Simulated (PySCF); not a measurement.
## Proton affinity of 2-mercaptopyridine, site by site

Parent: 2-mercaptopyridine, `S=c1cccc[nH]1` (C5H5NS). Numbering: `[S:1]=[c:2]1[cH:3][cH:4][cH:5][cH:6][nH:7]1` These are map numbers, not IUPAC locants.

Computed at PBE0-D3(BJ)/def2-TZVP // PBE0-D3(BJ)/def2-SVP with PySCF (density fitting, grid level 2). Zero-point and thermal terms (298.15 K, 1 bar) come from unscaled GFN2-xTB harmonic frequencies, with soft modes damped to free rotors in the entropy. These were taken at the GFN2-xTB minima.

```jsonl
{"site": "S1 (thiocarbonyl sulfur)", "product": "[SH+]=c1cccc[nH]1", "PA / kJ/mol": "938", "GB / kJ/mol": "907", "gas share": "> 99.9 %", "above best in 1,4-dioxane / kJ/mol": "0.0"}
{"site": "C3 (aromatic carbon)", "product": "S=C1CC=CC=[NH+]1", "PA / kJ/mol": "812", "GB / kJ/mol": "782", "gas share": "< 0.1 %", "above best in 1,4-dioxane / kJ/mol": "120.5"}
{"site": "C5 (aromatic carbon)", "product": "S=C1C=CCC=[NH+]1", "PA / kJ/mol": "810", "GB / kJ/mol": "780", "gas share": "< 0.1 %", "above best in 1,4-dioxane / kJ/mol": "120.0"}
{"site": "N7 (pyrrole-type nitrogen)", "product": "S=C1C=CC=C[NH2+]1", "PA / kJ/mol": "739", "GB / kJ/mol": "710", "gas share": "< 0.1 %", "above best in 1,4-dioxane / kJ/mol": "186.3"}
```

PA is −ΔH and GB is −ΔG of B + H⁺ → BH⁺ in the gas phase. Shares are Boltzmann weights among the listed products; an error of 10 kJ/mol changes a ratio about 56-fold. Sites whose products fell apart, merged with another or lost in a GFN2-xTB screen aren't listed. Values in solvent are IEF-PCM free energies relative to the most favourable product.

Of the listed sites S1 (thiocarbonyl sulfur) is favoured in the gas phase, 125 kJ/mol ahead of C3 in free energy.

In 1,4-dioxane the product from S1 is solvated 110 kJ/mol more strongly than the parent (electrostatics only).

Note: the order of C3 and C5 is undecided: the gaps lie inside the method's error (some 10 kJ/mol, one structure a species).

Run with `OMP_NUM_THREADS=1 python redox_run.py task.json out` on 1 thread of Arm Neoverse N1, a shared host. Structures, frequencies and single points: 17 min of wall time.
